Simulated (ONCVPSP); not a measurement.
# Reading a pseudo-wave (As (Z = 33))

Columns: radius, all-electron u(r) and pseudo u(r) of the 3p shell (level -133.68 eV) of arsenic in the configuration [Ne] 3s2 3p6 3d10 4s2 4p3; PBE, scalar-relativistic, ONCV scheme, ONCVPSP 4.0.1.

| r (bohr) | all-electron | pseudo |
| --- | --- | --- |
| 0.062 | -0.5559 | 0.0493 |
| 0.125 | -0.7057 | 0.1918 |
| 0.188 | -0.3064 | 0.4037 |
| 0.250 | 0.2502 | 0.6474 |
| 0.312 | 0.7427 | 0.8902 |
| 0.375 | 1.0964 | 1.1032 |
| 0.438 | 1.2973 | 1.2579 |
| 0.500 | 1.3733 | 1.3415 |
| 0.562 | 1.3631 | 1.3573 |
| 0.625 | 1.2953 | 1.3134 |
| 0.688 | 1.1939 | 1.2245 |
| 0.750 | 1.0787 | 1.1106 |
| 0.812 | 0.9592 | 0.9853 |
| 0.875 | 0.8408 | 0.8584 |
| 0.938 | 0.7298 | 0.7396 |
| 1.000 | 0.6299 | 0.6344 |
| 1.062 | 0.5404 | 0.5419 |
| 1.125 | 0.4601 | 0.4603 |
| 1.188 | 0.3901 | 0.3900 |
| 1.250 | 0.3304 | 0.3302 |
| 1.312 | 0.2790 | 0.2789 |
| 1.375 | 0.2344 | 0.2343 |
| 1.438 | 0.1965 | 0.1964 |
| 1.500 | 0.1648 | 0.1648 |
| 1.562 | 0.1381 | 0.1381 |
| 1.625 | 0.1152 | 0.1152 |

Task: How many radial nodes do the two functions have?

Result: The all-electron 3p function has n − l − 1 = 1; the pseudo-wave has 0, since the states of the same l below it are removed with the core.

Task: At about which radius was the pseudo-wave matched?

Result: 1.25 bohr. The columns agree to 0.0005 from 1.12 bohr on; several derivatives are matched, so the curves merge somewhat inside the radius.

Task: Where does each function peak?

Result: Outermost all-electron maximum near 0.50 bohr, pseudo maximum near 0.56 bohr (to the table’s step).

Task: Is the pseudo-wave norm-conserving?

Result: Yes: the ONCV scheme keeps the norm inside the radius equal to the all-electron one, which fixes the energy derivative of the logarithmic derivative at the level.
